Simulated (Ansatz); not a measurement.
`ClB(Br)Br`, relaxed with RKS PBE-D4/def2-SVP in the Gaussian-basis code of Ansatz from a rough embedded geometry. The force threshold is 0.03 eV/Å; the program also tests the step.

The species carries charge 0 and has multiplicity 1.

Start:

```xyz
4

Cl   -1.621   -0.114    1.017
B    -0.038   -0.021    0.006
Br    0.645    1.745   -0.565
Br    1.014   -1.610   -0.458
```

**Question.** How much energy does the relaxation release, and in how many steps? (Best estimate.)

**Answer.** Ansatz gave: 24.85 kJ/mol, in 4 steps.

**Question.** Which bonds change most? (Estimate.)

**Answer.** Computed: Cl1–B2 from 1.881 to 1.751 Å; B2–Br3 from 1.977 to 1.913 Å; B2–Br4 from 1.962 to 1.913 Å.

**Question.** Give the relaxed structure. (Estimate.)

**Answer.** Computed: 
```xyz
4

Cl   -1.516   -0.125    0.947
B    -0.035   -0.003    0.022
Br    0.603    1.710   -0.542
Br    0.947   -1.582   -0.426
```
